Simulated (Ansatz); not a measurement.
A made-up structure of CH4SeSi, singlet:

C1  (0.827, -0.449, 0.238)
Si2  (-0.725, 0.446, -0.241)
Se3  (0.972, -2.090, 1.282)
H4  (-0.686, 1.773, 0.261)
H5  (-1.877, -0.216, 0.259)
H6  (-0.808, 0.536, -1.656)
H7  (1.669, 0.068, -0.146)
(Å)

It is relaxed with PBE-D4/def2-SVP and then PBE0-D4/def2-TZVP (Ansatz 0.2.0). Atoms count as bonded within 1.22 times the sum of their covalent radii (H–H: 0.88 Å). The end point is not checked to be a true minimum.

(1) Does its bonding change? (Judge from chemistry; the calculation decides.)

Results:

(1) The calculation gives: No: no bond forms or breaks.

Where it ends: The first stage lowers the energy by 0.71 eV in 5 steps. It ends as CH₄SeSi ([SiH3][CH][Se]):
C1  (0.840, -0.451, 0.238)
Si2  (-0.740, 0.433, -0.233)
Se3  (0.894, -1.927, 1.183)
H4  (-0.690, 1.821, 0.304)
H5  (-1.905, -0.298, 0.313)
H6  (-0.818, 0.518, -1.717)
H7  (1.791, -0.029, -0.093)
(Å)

Labels in which every atom is bracketed show which atoms are joined, not bond orders.

For scale, one of the runs: PBE0-D4/def2-TZVP relaxation, 140 basis functions, launched by `ansatz run in.yaml --threads 2 --pin off --events-out ev --progress --plain --max-ram 4352MiB`. Hardware: 2 CPU threads of an Arm Neoverse V1, shared host. Wall time about 19 s.
